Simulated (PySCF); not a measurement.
boroxine (H3B3O3), singlet, at a GFN2-xTB geometry, with bond 8-3 at 1.6 times its length. Base run: B3LYP/6-31G (PySCF).

Geometry (Å):
```xyz
9

B     -0.6264     1.1830     0.2460
O     -1.3395     0.0249     0.2297
B     -0.7148    -1.1581    -0.0160
O      0.6256    -1.1815    -0.2457
B      1.3412    -0.0249    -0.2300
O      0.7139     1.1566     0.0160
H     -1.1649     2.1999     0.4575
H     -1.6979    -2.7508    -0.0380
H      2.4941    -0.0463    -0.4277
```
All else is at PySCF's defaults.
Base energy -302.11152 Eh.

Variants of this job, named by their change:

| change | ΔE vs base (mEh) | SCF cycles |
|---|---|---|
| base | 0.000 | 9 |
| diis_space = 2 | 0.000 | 47 |
| conv_tol = 1e-6 | 0.000 | 7 |
| init_guess = 1e | 0.000 | 13 |
| diis = off; damp = 0.6 (with mf.diis_start_cycle = 200; with mf.max_cycle = 150) | 0.000 | 19 |
| level_shift = 0.5 (with mf.max_cycle = 100) | 0.000 | 16 |
| init_guess = mod_huckel | 0.000 | 11 |
| conv_tol = 1e-11 | 0.000 | 11 |
| conv_tol_grad = 1e-3 | 0.000 | 9 |
| damp = 0.5; diis_start_cycle = 5 | 0.000 | 10 |
| conv_tol_grad = 1e-7 | 0.000 | 11 |
| init_guess = sap | 0.000 | 10 |
| conv_tol = 1e-4 | 0.003 | 6 |
